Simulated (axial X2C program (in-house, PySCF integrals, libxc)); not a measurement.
## RbB: cheaper levels and CCSD(T), with spin–orbit coupling

Computed with an in-house all-electron X2C program for linear molecules (integrals from PySCF). Two-component (2c) means X2C with spin–orbit coupling and atomic mean-field two-electron Coulomb and Gaunt terms. Basis: Rb dyall-cv3z [12s13p8d4f1g], B dyall-v3z [7s6p2d1f] (cores contracted in-house); Gaussian nuclei, density fitting, unrestricted open shells. Masses: Rb 84.912 u, B 11.009 u.

State: Ω = 2 (⟨Sz⟩ = 1.00, ⟨Lz⟩ = 1.00 at HF); fragments Rb + B.

```json
{"level": "PBE0", "Re (Å)": "2.960", "ωe (cm⁻¹)": "247.6", "De (eV)": "0.922"}
{"level": "HF", "Re (Å)": "3.041", "ωe (cm⁻¹)": "254.5", "De (eV)": "0.238"}
{"level": "MP2", "Re (Å)": "2.950", "ωe (cm⁻¹)": "263.3", "De (eV)": "0.675"}
{"level": "CCSD", "Re (Å)": "2.977", "ωe (cm⁻¹)": "253.5", "De (eV)": "0.642"}
{"level": "PW91", "Re (Å)": "2.968", "ωe (cm⁻¹)": "237.8", "De (eV)": "1.03"}
```

Correlated methods: 12 electrons correlated (number of frozen shells: Rb 3 s, 2 p, 1 d; B 1 s), 240 virtual spin orbitals or spinors in MP2, 90 natural virtuals in coupled cluster.

CCSD(T), same Hamiltonian and basis:

Re = 2.972 Å, ωe = 252.6 cm⁻¹, De = 0.68 eV; T1 = 0.015 (Lee–Taylor normalisation).

(1) Give the differences from CCSD(T) in the columns below.

The state is one determinant whose occupation by symmetry is held fixed; it was picked as the lowest of a PBE0 search that is not exhaustive. De is counted from the lowest determinant-based energies of the atoms at the same level, without counterpoise correction. Density functionals use the spin component along the axis (collinear). Coupled cluster ran in a truncated set of natural virtual spinors; the MP2 energy of the rest was added. (T) has no such correction and the atoms are truncated less, which lowers De at CCSD(T) by a hundredth of an eV or more. The 2c atoms are single determinants rather than J levels; their spin–orbit lowering is only partly caught, and De is too large by that part. This holds for PBE0, PW91. Other states lie close and PBE0, whose exact exchange favours high spin, may order them wrongly; the determinant shown need not be the ground state. The nearest other 2c determinant of the search, Ω = 1, lies 0.21 eV up at the distance of the search. Without a current term, density functionals place determinants with orbital angular momentum somewhat too high. The atomic limit has a lower orbital projection than the molecule and lies lower at mean-field level, so De may be about a tenth of an eV too small. With several unpaired electrons one determinant need not be a pure state. Open-shell Ω = 0 determinants with evenly filled partner blocks cannot be reached by this program, so the Ω shown need not be the lowest component. Some points did not converge and are left out. The stretched end of a curve changes character and is left out.

## Answers

(1) 

```tsv
level	ΔRe (Å)	Δωe (cm⁻¹)	ΔDe (eV)
PBE0	-0.012	-5.0	0.24
HF	0.069	1.9	-0.44
MP2	-0.022	10.7	0.00
CCSD	0.005	0.9	-0.04
PW91	-0.004	-14.8	0.35
```
